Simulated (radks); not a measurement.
The numbers below are computed, except where a source is named.
The chlorine anion Cl-, [Ar], held by a Watson sphere: a shell of charge +1 at radius R that stands for the Madelung well of a crystal (potential energy -1/R inside, -1/r outside, in hartree with lengths in bohr). Level of theory: non-relativistic Kohn-Sham, LDA (Slater exchange, Perdew-Wang correlation), spin-polarised, spherical densities, point nucleus (a radial shooting solver on a logarithmic mesh with Libxc functionals). Response by self-consistent Sternheimer equations with the Hartree and adiabatic LDA kernel. The sphere does not respond.

R (bohr)  e(2p) (eV)  e(3s) (eV)  e(3p) (eV)  <r> 3p (bohr)  sum of <r^2> (bohr^2)  X-ray form factor at sin(theta)/lambda = 0.2 1/angstrom  alpha (bohr^3)
2.23         -189.50     -20.287      -8.804          1.900                  33.64                                                   12.153           19.10
2.52         -189.29     -19.735      -8.338          1.931                  34.67                                                   12.097           21.06
2.62         -189.21     -19.554      -8.176          1.940                  35.00                                                   12.082           21.76
2.97         -188.87     -18.953      -7.623          1.968                  36.01                                                   12.043           24.25
3.38         -188.43     -18.321      -7.014          1.994                  36.98                                                   12.017           27.18
4.08         -187.67     -17.402      -6.103          2.024                  38.19                                                   11.999           31.88

Estimate the row for R = 2.25 bohr.

Answer. e(2p) (eV) -189.49; e(3s) (eV) -20.248; e(3p) (eV) -8.773; <r> 3p (bohr) 1.902; sum of <r^2> (bohr^2) 33.72; X-ray form factor at sin(theta)/lambda = 0.2 1/angstrom 12.148; alpha (bohr^3) 19.23.
